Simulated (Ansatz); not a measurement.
Start from `C=C([SiH3])[SiH2]O` and change one atom or group to get `BSC(=C)[SiH3]`.

Ansatz, PBE0-D4/def2-TZVP geometries, multiplicity 1. Each molecule was computed in one conformer, which needn't be the lowest.

| property | `C=C([SiH3])[SiH2]O` |
| --- | --- |
| HOMO–LUMO gap (B3LYP/def2-TZVPP) / eV | 6.77 |
| size of the dipole moment (PBE/def2-TZVPP) / D | 1.53 |
| HOMO–LUMO gap (PBE/def2-TZVPP) / eV | 4.98 |
| HOMO energy (ωB97M-V/def2-TZVPP) / eV | -10.28 |
| LUMO energy (PBE/def2-TZVPP) / eV | -1.88 |
| LUMO energy (B3LYP/def2-TZVPP) / eV | -1.09 |

**Question.** Give the same properties after the change, and the shifts. (Best estimate.)

**Answer.** The calculation gave: 
```json
{"property": "HOMO–LUMO gap (B3LYP/def2-TZVPP) / eV", "`BSC(=C)[SiH3]`": "5.51", "shift": "-1.26"}
{"property": "size of the dipole moment (PBE/def2-TZVPP) / D", "`BSC(=C)[SiH3]`": "1.29", "shift": "-0.24"}
{"property": "HOMO–LUMO gap (PBE/def2-TZVPP) / eV", "`BSC(=C)[SiH3]`": "4.01", "shift": "-0.97"}
{"property": "HOMO energy (ωB97M-V/def2-TZVPP) / eV", "`BSC(=C)[SiH3]`": "-9.48", "shift": "0.80"}
{"property": "LUMO energy (PBE/def2-TZVPP) / eV", "`BSC(=C)[SiH3]`": "-2.42", "shift": "-0.54"}
{"property": "LUMO energy (B3LYP/def2-TZVPP) / eV", "`BSC(=C)[SiH3]`": "-1.66", "shift": "-0.57"}
```

With PBE0 the HOMO rises by 0.68 eV and the LUMO falls by 0.59 eV, so the gap narrows by about 1.27 eV. PBE moves the HOMO by 0.43 eV and ωB97M-V by 0.80 eV. Dipoles are sizes alone; their direction can turn.

B3LYP here is the variant with VWN-RPA as its local correlation; programs differ in this.
